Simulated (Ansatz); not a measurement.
Cartesian coordinates in Å:
```
C 0.617 1.449 -0.107
O 0.185 0.658 -1.220
C -0.902 -0.203 -0.914
Si -0.334 -1.540 0.352
Al 1.154 0.130 1.285
H 1.441 2.065 -0.479
H -0.180 2.147 0.196
H -1.755 0.373 -0.521
H -1.217 -0.643 -1.862
H -1.465 -2.041 1.184
H 0.252 -2.700 -0.377
H 2.204 0.307 2.462
```

The species carries charge 0 and has multiplicity 1.

**Question.** List the CAM-B3LYP/def2-TZVPP orbital energies in eV (the Gaussian-basis code of Ansatz). (Estimate.)

**Answer.** Computed: Occupied: -1800.34, -1526.37, -522.50, -279.67, -279.36, -144.97, -114.44, -100.30, -100.29, -100.28, -75.19, -74.97, -74.95, -30.15, -21.42, -19.05, -16.19, -14.77, -14.41, -13.66, -12.30, -11.97, -10.94, -10.34, -9.87, -8.88, -7.50. Lowest empty: -0.89, 1.05, 1.30, 1.74, 2.50, 2.65, 3.15, 3.25.
